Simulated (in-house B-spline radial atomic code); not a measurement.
Atomic self-consistent-field run: K. Method: non-relativistic B3LYP, spherical fractional occupations, point nucleus, inside a hard spherical wall at 1.31 bohr. Calculated with a radial B-spline atomic code at the basis-set limit.

Command:
```bash
python run_scf.py task.json out
```
Settings:
```
Z                19
configuration    [Ar] 4s1
hamiltonian      nr
method           b3lyp
spin_polarised   False
wall_radius      1.31
```

Output (hartree, bohr):
```
 radial grid: 35 intervals, B-splines of order 8, outer radius 1.31 bohr

 iter        energy (Eh)    residual
    1        -549.640605    2.13e-01
    2        -549.947965    3.04e-02
    3        -549.952988    1.17e-02
    4        -549.953756    4.51e-03
    5        -549.953891    1.04e-03
    6        -549.953898    1.62e-05
    7        -549.953898    1.58e-07

 total energy                      -549.95390
 kinetic                             723.8853
 electron-nucleus                  -1576.0276
 Hartree                             342.0322
 exact exchange                       -7.7063
 exchange-correlation                -32.1376

 orbital      occ     eigenvalue          <r>       <r^2>       <1/r>       r_max
 1s         2.000      -122.4171    0.0817487    0.008982      18.506     0.05359
 2s         2.000        -7.8638     0.406693    0.196336     3.60005      0.3282
 2p         6.000        -4.9812     0.373745    0.173493     3.49872      0.2743
 3s         2.000         4.9476     0.775283    0.675218     1.95891      0.8692
 3p         6.000         5.7975     0.755827     0.65284     1.90681       0.862
 4s         1.000        20.5416     0.740952    0.660542      2.3856       1.068
```

Cost of the run: 0.02 s on 1 thread of Arm Neoverse V2, with other jobs on the host.

Caution: exact exchange at fractional occupations of open shells leaves self-interaction of up to several eV.
